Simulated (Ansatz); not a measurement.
The cluster SiSe2⁺. Charge 1, multiplicity 2. Geometry PBE-D4/def2-TZVP, that of the neutral singlet; atoms count from 1.

```tsv
atom	x (Å)	y (Å)	z (Å)
Si1	0.0000	0.0000	0.0000
Se2	1.6248	-0.2249	-1.2690
Se3	-1.6248	0.2249	1.2690
```

The structure comes from a short search, and lower isomers may exist.

(1) Estimate the Mulliken populations from the PBE0/def2-TZVP orbitals of Ansatz.

(2) Where does the spin sit?

(3) And the Mayer bond orders between heavy atoms (over 0.3)?

Results:

(1) 
| atom | charge (e) | spin (α − β) |
| --- | --- | --- |
| Si1 | 0.43 | -0.24 |
| Se2 | 0.28 | 0.62 |
| Se3 | 0.28 | 0.62 |
Mulliken values depend strongly on the basis.

(2) Summed by element: Si -0.24, Se 1.24, of 1 unpaired in all. Largest on single atoms: Se2 0.62, Se3 0.62, Si1 -0.24.

(3) Si1–Se2 2.05 (2.07 Å); Si1–Se3 2.05 (2.07 Å).
